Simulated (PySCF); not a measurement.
# Electron correlation in Hf²⁺ (hafnium, charge +2)

[Xe] 4f14 5d2, high-spin 3F determinant. Calculation: PySCF 2.14, in ANO-RCC-VTZP (8s7p5d3f2g1h, 104 functions); the spin-free X2C one-electron Hamiltonian (Gaussian nucleus). Frozen: [Kr] 4d10 4f14; 10 electrons correlated.

| level | correlation energy (mhartree) |
| --- | --- |
| CCSD | -212.79 |
| (T) | -3.49 |
| CCSD(T) | -216.28 |

Diagnostics: T1 = 0.0033, D1 = 0.0069, largest double amplitude 0.020.

Spin-orbit coupling, absent here, splits the open shell strongly.

Cost of the coupled-cluster step: of the order of 26 core-seconds, for 10 correlated electrons.

Iterations:

```
CC2 = 0
CCSD nocc = (np.int64(6), np.int64(4)), nmo = (74, 74)
frozen orbitals [[0, 1, 2, 3, 4, 5, 6, 7, 8, 9, 10, 11, 12, 13, 14, 15, 16, 17, 18, 19, 20, 21, 22, 27, 28, 29, 30, 31, 32, 33], [0, 1, 2, 3, 4, 5, 6, 7, 8, 9, 10, 11, 12, 13, 14, 15, 16, 17, 18, 19, 20, 21, 22, 27, 28, 29, 30, 31, 32, 33]]
max_cycle = 100
direct = 0
conv_tol = 1e-08
conv_tol_normt = 1e-06
diis_space = 8
diis_start_cycle = 0
Init t2, MP2 energy = -0.198657760838983
Init E_corr(UCCSD) = -0.198657760839059
cycle = 1  E_corr(UCCSD) = -0.210357469452687  dE = -0.0116997086  norm(t1,t2) = 0.0211075
cycle = 2  E_corr(UCCSD) = -0.212340294638075  dE = -0.00198282519  norm(t1,t2) = 0.00451874
cycle = 3  E_corr(UCCSD) = -0.212805004155958  dE = -0.000464709518  norm(t1,t2) = 0.00119531
cycle = 4  E_corr(UCCSD) = -0.21279346170797  dE = 1.1542448e-05  norm(t1,t2) = 8.50869e-05
cycle = 5  E_corr(UCCSD) = -0.212791161043368  dE = 2.3006646e-06  norm(t1,t2) = 1.48359e-05
cycle = 6  E_corr(UCCSD) = -0.212791469896212  dE = -3.08852845e-07  norm(t1,t2) = 2.84049e-06
cycle = 7  E_corr(UCCSD) = -0.212791481129856  dE = -1.12336437e-08  norm(t1,t2) = 3.34154e-07
cycle = 8  E_corr(UCCSD) = -0.212791477460872  dE = 3.66898392e-09  norm(t1,t2) = 5.36878e-08
UCCSD converged
E(UCCSD) = -15072.40677347998  E_corr = -0.2127914774608719
UCCSD(T) correction = -0.00348792646226428
```
